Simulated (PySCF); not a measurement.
# Dipole response of P- (phosphorus, charge -1)

[Ne] 3s2 3p4, high-spin 3P determinant. Computed with PySCF 2.14 in dyall-av2z (13s9p2d, 50 functions), with the non-relativistic Hamiltonian (point nucleus). Coupled (time-dependent) response in atomic units; α is the mean over directions. A double-zeta set is small for polarisabilities.

```json
{"method": "UHF", "mean α (bohr³)": "53.37", "α xx, yy, zz": "41.83, 76.46, 41.83", "C₆ (like pair)": "574.2", "S(−4)": "1379"}
{"method": "wB97X-V", "mean α (bohr³)": "54.74", "α xx, yy, zz": "44.85, 74.52, 44.85", "C₆ (like pair)": "597.0", "S(−4)": "1342"}
```

S(−4) is the Cauchy moment in α(ω) = α(0) + S(−4) ω² + …

α(iu) at wB97X-V:

```tsv
u (hartree)	α(iu) (bohr³)
0	54.74
0.0500	51.72
0.100	45.35
0.200	33.35
0.300	24.81
0.500	14.42
0.750	8.117
1.00	5.077
1.50	2.479
2.00	1.458
3.00	0.6829
5.00	0.2630
```

For an ion, C₆ is the dispersion term alone; charge-induced terms of lower order in 1/R come first.

The components differ because the open shell of this determinant is not spherical; for a pure term their mean is the scalar polarisability.
